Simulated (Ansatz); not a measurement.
Mulliken charges of CH₄ClFO₂Sn, SMILES `C[O][Sn]([OH])([F])[Cl]` from r2SCAN/def2-TZVPP in Ansatz (PBE0-D4/def2-TZVP geometry).

| atom | x (Å) | y (Å) | z (Å) | charge (e) |
| --- | --- | --- | --- | --- |
| C1 | -1.618 | -0.601 | 0.417 | -0.003 |
| O2 | -0.385 | -0.365 | 1.076 | -0.509 |
| Sn3 | 1.072 | 0.486 | 0.154 | 1.398 |
| O4 | 1.710 | -0.650 | -1.276 | -0.516 |
| F5 | 2.436 | 0.697 | 1.451 | -0.451 |
| Cl6 | 0.542 | 2.574 | -0.652 | -0.337 |
| H7 | -1.506 | -1.283 | -0.432 | 0.075 |
| H8 | -2.084 | 0.328 | 0.068 | 0.068 |
| H9 | -2.285 | -1.064 | 1.147 | 0.067 |
| H10 | 2.202 | -0.173 | -1.951 | 0.208 |

Task: By hand: the dipole of these point charges (1 e Å = 4.8032 D).

Result: Σ q r = (-0.414, -0.161, -0.467) e Å, of length 0.645 e Å = 3.10 D.

Task: How does the dipole of the full density compare? (An estimate is asked.)

Result: Ansatz gave: (-0.304, -0.047, -0.438) e Å, 2.57 D; the point charges give 1.21 times that, at 12° from its direction.

Point charges leave out the atoms' own dipoles, such as those of lone pairs, and Mulliken's split depends on the basis, so the two needn't agree.
